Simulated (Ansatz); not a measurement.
A nudged elastic band was laid between two geometries of BrGeH5OSi (9 atoms, charge 0, multiplicity 1).

These are results of Ansatz, RKS PBE0/def2-SVP, not measurements.

```json
{
 "movable images": "3",
 "climbing image": "yes",
 "spring": "5.0 eV/Å²",
 "optimiser": "quadratic models (default)",
 "start path": "through a guess of the saddle point",
 "force threshold": "0.03 eV/Å",
 "iteration limit": "60",
 "end points": "relaxed"
}
```

Image 0:

```xyz
9
Properties=species:S:1:pos:R:3
O 0.309 0.973 -1.750
Ge -0.483 0.681 -0.187
Si 0.755 -1.041 0.892
Br -2.636 -0.129 -0.571
H -0.150 1.623 -2.295
H -0.694 2.017 0.555
H 2.151 -0.578 1.150
H 0.758 -2.238 0.005
H 0.079 -1.354 2.185
```

Image 4:

```xyz
9
Properties=species:S:1:pos:R:3
O 0.132 1.451 -1.131
Ge -0.743 0.998 0.869
Si 0.695 -1.013 0.918
Br -2.471 -0.194 -0.367
H -0.316 0.782 -1.679
H -0.207 2.302 -1.443
H 2.065 -0.720 1.457
H 0.861 -1.608 -0.449
H 0.071 -2.044 1.808
```

(1) Which bonds break or form, and what moves?

(2) Give the energies along the band, and the barrier.

(3) What is the geometry of the highest image?

The band took 15 iterations and roughly 6 core-minutes.

Results:

(1) Bonds broken: Ge2–H6. Bonds formed: O1–H6.

(2) The run converged. The highest image is number 2 of 0 to 4, 230.1 kJ/mol above the first end and 164.6 kJ/mol above the last; the last end lies 65.4 kJ/mol above the first. Neighbouring images differ by up to 2.2 eV, so the band resolves the path poorly. Another band between the same ends (7 images) ends at a top of the same energy, where a vibrational analysis finds 1 clearly imaginary mode. So few images can step over the top or miss a turn of the path. The orbitals stay closed-shell, which can raise the energy where a bond breaks towards radicals; this wasn't checked here.

```tsv
image	path coordinate (Å)	energy (kJ/mol)	Ge2–H6 (Å)	O1–H6 (Å)
0	0.00	0.0	1.54	2.72
1	0.97	20.5	1.53	2.46
2	1.93	230.1	1.62	1.43
3	2.82	78.2	2.43	0.97
4	3.71	65.4	2.71	0.97
```

(3) 
```xyz
9
Properties=species:S:1:pos:R:3
O 0.309 1.271 -1.534
Ge -0.552 0.829 0.219
Si 0.687 -1.078 1.017
Br -2.591 -0.135 -0.435
H -0.367 1.240 -2.230
H -0.193 2.198 -0.564
H 1.997 -0.624 1.573
H 0.907 -1.991 -0.144
H -0.108 -1.757 2.082
```

Time of the run: 3.2 min on 2 threads of Arm Neoverse V1 (shared host), peak memory 0.34 GiB.
